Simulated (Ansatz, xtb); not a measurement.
## C4H4N2S: 9 structures ranked

9 gas-phase structures of C4H4N2S, from a drawn sample of its isomers (lower ones may exist). Each was relaxed with GFN2-xTB; where two conformers were screened, the lower at r2SCAN-D4/def2-SVP is listed:

A. `C=NC(=S)CC#N`, a singlet
B. `[H]/N=C\c1cnsc1`, a singlet
C. `C=Cc1cnsn1`, a singlet
D. `[H]/N=C\c1cncs1`, a singlet
E. `C=Nc1cscn1`, a singlet
F. `Sc1ccnnc1`, a singlet
G. `C=Nc1cncs1`, a singlet
H. `C=Nc1cnsc1`, a singlet
I. `C=Cc1csnn1`, a singlet

Task: Which do you expect lowest at r2SCAN-D4/def2-SVP, and how would the others follow?

Result: Calculated order at r2SCAN-D4/def2-SVP: D (0.0), E (14.1), B (29.3), G (36.1), C (39.0), F (50.8), H (70.5), I (96.8), A (101.6) kJ/mol. Less than 1 kcal/mol parts G and C, so the order within that pair means little.

Energies above the lowest of each column, in kJ/mol; the last columns are at PBE-D3(BJ)/def2-SVP geometries and were run for some of them only (a dash: not run or not comparable):

```
structure  GFN2-xTB  HF/STO-3G  r2SCAN-D4/def2-SVP  PBE-D3(BJ)/def2-SVP  CCSD(T)/def2-SVP + ΔMP2/def2-TZVPP
        D      13.2        5.2                 0.0                  0.0                                 0.0
        E       1.3        5.7                14.1                 14.0                                18.7
        B      28.4       25.3                29.3                 26.4                                11.3
        G       8.4       27.8                36.1                 32.0                                43.6
        C       0.0       26.3                39.0                 35.1                                14.4
        F      20.2        0.0                50.8                 49.5                                   –
        H      27.6       59.7                70.5                    –                                   –
        I      60.9       64.0                96.8                    –                                   –
        A     120.6      159.2               101.6                    –                                   –
```

CCSD(T)/def2-SVP + ΔMP2/def2-TZVPP puts D lowest of those it was run on; GFN2-xTB picks C, HF/STO-3G picks F. CCSD(T)/def2-SVP + ΔMP2/def2-TZVPP orders those it was run on as D (0.0), B (11.3), C (14.4), E (18.7), G (43.6) kJ/mol. Less than 1 kcal/mol parts B and C, so the order within that pair means little. Some further structures that were screened fall inside this span and aren't listed. Flexible structures stand in one conformer each, not always the lowest. Frequencies (GFN2-xTB) were run for B, C, D, E, G alone. The ΔMP2 step shifts differences by up to 29.2 kJ/mol, which makes them less sure. ΔMP2 is the change of the MP2 energy from the smaller to the larger basis.

Over these structures GFN2-xTB departs from r2SCAN-D4/def2-SVP by 19.7 kJ/mol on average once a common shift is removed. A GFN2-xTB relaxation took about 0.093 s and the r2SCAN-D4/def2-SVP energy about 2.2 s on a shared host (Ansatz 0.2.0, xtb 6.7.1).
